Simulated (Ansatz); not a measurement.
`F[SiH2][AlH2]` + `C/C(O)=[N]\[SbH2]` → `C/C(O)=[N]\[AlH2]` + `F[SiH2][SbH2]`  (redistribution)

Calculated with Ansatz (gas phase, PBE0-D4/def2-TZVP geometries, no zero-point term in ΔE). CBS: MP2 limit from def2 TZ/QZ plus the TZ coupled-cluster correction, frozen cores. Double bonds are as drawn, so ΔE can hold a change between cis and trans. DFT in def2-TZVPP. def2 core potentials past Kr. For Sb outer-core shells are correlated without core-valence functions, which leaves a few kJ/mol of doubt a bond. Each species was taken in one conformer, which may not be the lowest.

`F[SiH2][AlH2]`:

Cartesian coordinates in Å:
```
F -0.387 2.135 -0.419
Si 0.508 0.793 -0.439
Al -0.681 -1.104 0.600
H 0.860 0.526 -1.864
H 1.786 1.111 0.262
H -2.142 -0.951 1.200
H 0.056 -2.510 0.660
```

`C/C(O)=[N]\[SbH2]`:

Z-matrix (Å, degrees):
```
C
C 1 1.498
H 1 1.088 2 111.5
H 1 1.093 2 109.5 3 120.7
H 1 1.093 2 110.1 3 -121.3
O 2 1.352 1 111.3 3 -7.1
N 2 1.261 1 129.1 3 173.8
H 6 0.968 2 105.7 1 -179.0
Sb 7 2.035 2 122.4 1 -4.8
H 9 1.722 7 98.0 2 54.2
H 9 1.708 7 92.5 2 145.6
```

`C/C(O)=[N]\[AlH2]`:

```xyz
11

C     1.269   -1.080    0.480
C     0.641    0.195    0.013
O     1.588    1.146   -0.169
N    -0.572    0.400   -0.191
Al   -2.296    0.484   -0.415
H     1.802   -0.906    1.418
H     0.512   -1.845    0.622
H     2.007   -1.418   -0.252
H     1.125    1.940   -0.467
H    -3.190    0.949    0.805
H    -2.886    0.137   -1.842
```

`F[SiH2][SbH2]`:

```xyz
7

F    -1.017   -1.272   -1.514
Si   -0.099   -0.098   -0.913
Sb   -0.710    0.240    1.561
H     1.316   -0.488   -1.128
H    -0.396    1.143   -1.674
H     0.402   -0.967    2.033
H     0.504    1.443    1.635
```

```csv
species,ωB97X-V energy (Eh)
`F[SiH2][AlH2]`,-634.14046
`C/C(O)=[N]\[SbH2]`,-450.03890
`C/C(O)=[N]\[AlH2]`,-452.23605
`F[SiH2][SbH2]`,-631.99968
```

**Question.** Work out ΔE.

**Answer.** ΔE = (-452.23605) + (-631.99968) − (-634.14046) − (-450.03890) = -0.05637 Eh = -1.53 eV. CCSD(T)/CBS gives -1.55 eV.

Largest T1 diagnostic among the species: 0.015.

From PBE to PBE0 (25 % exact exchange), in def2-TZVPP and without D4, ΔE moves by −0.05 eV. The D4 term adds +0.04 eV with B3LYP and +0.02 eV with PBE0; it sums over pairs of atoms, weighted by their polarisabilities, and B3LYP, whose exchange is more repulsive, gets the larger term.

B3LYP here is the variant with VWN-RPA as its local correlation; programs differ in this.
